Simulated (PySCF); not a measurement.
CH8BrNSi2.
Numbering: `[CH3:1][Si@@H:2]([NH2:3])[SiH2:4][Br:5]` (hydrogens: H6, H7, H8 on C1; H9 on Si2; H10, H11 on N3; H12, H13 on Si4)

Level of theory: PySCF, PBE0-D3(BJ)/def2-SVP geometry optimisation, gas phase.

(1) List the bond lengths, angles and torsions at this level.

Answers

(1) 
```
               bond  length (pm)   order
             C1–Si2        187.6  single
             Si2–N3        173.6  single
            Si2–Si4        234.5  single
            Si4–Br5        225.4  single
C1–H6, C1–H7, C1–H8        110.1  single
             Si2–H9        150.5  single
     N3–H10, N3–H11        101.6  single
            Si4–H12        149.4  single
            Si4–H13        149.4  single
```

Bonds in one row agree within 1 pm and their mean is given. Orders are formal, as drawn. A selection of angles:
```
      angle  degrees
  Si2–C1–H6    110.6
   H6–C1–H7    108.2
   H6–C1–H8    108.8
  C1–Si2–N3    109.7
 C1–Si2–Si4    112.9
  C1–Si2–H9    108.4
 N3–Si2–Si4    103.2
  N3–Si2–H9    116.2
 Si4–Si2–H9    106.4
 Si2–N3–H10    119.5
 Si2–N3–H11    117.4
 H10–N3–H11    110.3
Si2–Si4–Br5    104.8
Si2–Si4–H12    113.9
Si2–Si4–H13    115.0
Br5–Si4–H12    107.1
Br5–Si4–H13    107.1
H12–Si4–H13    108.4
```

Torsions: C1–Si2–Si4–Br5 -169° (antiperiplanar).

Si4 (SiH2 silicon) is distorted tetrahedral (angles from 104.8° to 115.0°). N3 (silicon-bound nitrogen) is pyramidal (angles 119.5°, 117.4° and 110.3°, sum 347.2°, 0.25 Å off the plane of its three neighbours). Si2 (SiH silicon) is distorted tetrahedral (angles from 103.2° to 116.2°). Of the pairs four or more bonds apart, Br5···H11 is among the closest relative to their van der Waals radii: 3.14 Å, 103 % of the sum of Bondi's values.

Point group: C1 (no symmetry element, even within 0.4 Å). Stationary, but not proved a minimum. One conformer, not necessarily the lowest (C1–Si2–N3–H -56° and 166°, C1–Si2–Si4–Br5 -169°).

The run took 57 s of wall time on Arm Neoverse V2, one thread, on a shared host, and the process peaked at 0.54 GiB of memory. These figures are those of the optimisation.
